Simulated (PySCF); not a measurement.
Calculation: PBE-D3(BJ)/def2-TZVP // PBE0-D3(BJ)/def2-SVP in PySCF. All species are isolated molecules in the gas phase. One relaxed conformer stands for a flexible species; it need not be the lowest. Delta-SCF ions had no search for a lower state. 

Reference species (SMILES): `c1cc(c(c2sccc12)B)C#C` (neutral, multiplicity 1).

```yaml
HOMO: -5.66 eV
HOMO–LUMO gap: 2.45 eV
vertical ionisation energy (Delta-SCF): 7.87 eV
```

Changed species: `C(#C)c1ccc2c(c1)cc(s2)B`.

### Question
Predict the effect on the HOMO, HOMO–LUMO gap and vertical ionisation energy (Delta-SCF).

### Answer
the HOMO decreases by 0.10 eV, to -5.76 eV; the HOMO–LUMO gap rises by 0.06 eV, to 2.51 eV; the vertical ionisation energy (Delta-SCF) increases by 0.08 eV, to 7.95 eV.
